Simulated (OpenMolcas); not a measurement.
# Mn4+: ligand-field states by method

Mn4+ with its 6 nearest chloride ions at 2.344 Å, on the Zr site of Cs2ZrCl6 (a = 10.407 Å, distance in the model lattice 2.446 Å). The rest of the host is ab initio model potentials to 7.6 Å and point charges beyond; the distance is set by hand and nothing relaxes. Ligand basis ANO-RCC-VDZP.

```json
{
 "Program": "OpenMolcas 26.06",
 "Basis": "ANO-RCC-VTZP [6s5p3d2f1g]",
 "Scalar Hamiltonian": "DKH2, point nucleus",
 "Active space": "3 electrons in 5 orbitals (3d)",
 "State averaging": "2S+1 = 4 even, 10 roots; 2S+1 = 2 even, 40 roots",
 "Spin-orbit coupling": "state interaction with AMFI integrals over the reference wave functions"
}
```

I. CASSCF
II. SS-CASPT2, IPEA 0.25 Eh, imaginary shift 0.1 Eh (closed shells correlated: 3s 3p and the ligand valence shells)

Spin-free states (labels of O, the rotations of Oh) in cm-1, each column counted from its own energy of the first state listed:

| State | Degeneracy | I | II |
| --- | --- | --- | --- |
| 4A2 | 1 | 0 | 0 |
| 4T2 | 3 | 15460 | 28540 |
| 2E | 2 | 21004 | 11600 |
| 2S+1 = 2 | 3 | 21909 | 12090 |
| 4T1 | 3 | 23835 | 33830 |
| 2S+1 = 2 | 3 | 28662 | 22440 |
| 2S+1 = 2 | 1 | 31875 | 34030 |
| 2S+1 = 2 | 3 | 32431 | 29090 |
| 2S+1 = 2 | 3 | 34285 | 36960 |
| 2E | 2 | 37422 | 38420 |
| 2S+1 = 2 | 3 | 38140 | 38990 |
| 4T1 | 3 | 42193 | 62280 |
| 2S+1 = 2 | 3 | 47064 | 46500 |
| 2S+1 = 2 | 1 | 48709 | 46310 |
| 2S+1 = 2 | 3 | 51754 | 65620 |
| 2S+1 = 2 | 3 | 53200 | 58380 |
| 2S+1 = 2 | 3 | 59566 | 68900 |
| 2E | 2 | 62133 | 58620 |
| 2S+1 = 2 | 3 | 75037 | 78250 |
| 2E | 2 | 82886 | 94860 |

From I to II, I's first state of the same spin (4T2) moves from 15460 to 28540 cm-1, by about +13000 cm-1.

From I to II, I's first state of another spin (2E) moves from 21004 to 11600 cm-1, by about -9400 cm-1.

χT at 300 K: I 1.84, II 1.86 cm3 K/mol.

Roots that are degenerate in the reference are averaged as groups; the widest CASPT2 spread within a group is 780 cm-1 (the 2-fold group of multiplicity 2 near 38400 cm-1 above the lowest state of its run, II). Shifts and gaps below about the spread of the groups concerned are not significant. Over all roots computed the reference weight is 0.57 to 0.61 in II; a low but even weight reflects the number of correlated electrons. The least metal-like active orbital is 68 % on the metal (Löwdin) and no ligand orbital is active, so the numbers are rough. Ligand-to-metal charge-transfer states are missing. With no ligand orbital active B as a rule stays too high, so bands that hang on it stand too high and its fall with covalency is understated. Without dynamic correlation the repulsion within the d shell is too large (B by tens of per cent), so at a given field states of lower spin stand too high (holds for I). With metal d orbitals alone and no dynamic correlation the field as a rule comes out too small, by tens of per cent, by up to half for chloride and softer ligands (holds for I). With one d shell and no ligand orbital active, 10Dq can be off by a tenth or more (holds for II). No measured value stands beside these numbers; the geometry was set by hand and not optimised.

A state without a sure symmetry label is named by its multiplicity alone.
